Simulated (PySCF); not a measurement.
**Building multiplets from coupling constants**

Geometry:
```
atom   x (Å)   y (Å)   z (Å)
  O1   2.688   0.814   0.562
  C2   2.086   0.093  -0.195
  O3   2.685  -0.682  -1.094
  C4   0.591  -0.016  -0.206
  C5  -0.124   0.761   0.710
  C6  -1.512   0.671   0.706
  C7  -2.120  -0.186  -0.208
  C8  -1.308  -0.918  -1.078
  N9   0.016  -0.838  -1.082
 H10   3.635  -0.524  -0.989
 H11   0.422   1.411   1.395
 H12  -2.111   1.261   1.404
 H13  -3.206  -0.291  -0.250
 H14  -1.758  -1.600  -1.808
```

[PySCF 2.14.0 with density-fitted response routines: PBE0-D3(BJ)/def2-SVP geometry; spin–spin couplings from B3LYP/pcJ-1 (without the spin–dipole term); σ from GIAO-PBE0/pcSseg-1; one conformer; gas phase; non-relativistic Hamiltonian]

References, each an isolated molecule treated in the same way: 13C (σ = 184.41 ppm), 1H (σ = 31.27 ppm) vs TMS.

Spectrometer: 500 MHz for 1H. First-order analysis; couplings under 1 Hz (under 4 Hz in carbon signals) are ignored, and nearly equal couplings are merged; the smaller ones broaden or split the lines further.

(1) What pattern does C7 show in the proton-coupled 13C spectrum?

(2) What pattern does H14 show (1H)?

(3) What pattern does H12 show (1H)?

(4) What pattern does H13 show (1H)?

Answers

(1) A doublet of doublets of doublets at δ 132.0: 170.9 Hz to H13 (1 × 1H, 1 bond away), 10.0 Hz to H14 (1 × 1H, 2 bonds away), 7.1 Hz to H11 (1 × 1H, 3 bonds away). Lines in Hz from the centre (relative intensity): +94.0 (1), +86.9 (1), +84.0 (1), +76.9 (1), -76.9 (1), -84.0 (1), -86.9 (1), -94.0 (1). The outer lines are 188.0 Hz apart, the sum of the couplings kept, or 1.495 ppm at this field.

(2) A doublet of doublets at δ 8.88: 5.3 Hz to H13 (1 × 1H, 3 bonds away), 1.6 Hz to H12 (1 × 1H, 4 bonds away). Lines in Hz from the centre (relative intensity): +3.5 (1), +1.9 (1), -1.9 (1), -3.5 (1). The outer lines are 6.9 Hz apart, the sum of the couplings kept, or 0.014 ppm at this field.

(3) A triplet of doublets at δ 7.91: 8.6 Hz to H11 and H13 (2 × 1H, 3 bonds away), 1.6 Hz to H14 (1 × 1H, 4 bonds away). Lines in Hz from the centre (relative intensity): +9.4 (1), +7.8 (1), +0.8 (2), -0.8 (2), -7.8 (1), -9.4 (1). The outer lines are 18.8 Hz apart, the sum of the couplings kept, or 0.038 ppm at this field.

(4) A doublet of doublets of doublets at δ 7.37: 8.3 Hz to H12 (1 × 1H, 3 bonds away), 5.3 Hz to H14 (1 × 1H, 3 bonds away), 1.0 Hz to H11 (1 × 1H, 4 bonds away). Lines in Hz from the centre (relative intensity): +7.3 (1), +6.3 (1), +2.0 (1), +1.0 (1), -1.0 (1), -2.0 (1), -6.3 (1), -7.3 (1). The outer lines are 14.6 Hz apart, the sum of the couplings kept, or 0.029 ppm at this field.

The OH or NH signal is concentration- and solvent-dependent in practice; the value given is the gas-phase one. Unscaled 3J(H,H) at this level run about 10 % above measured values.
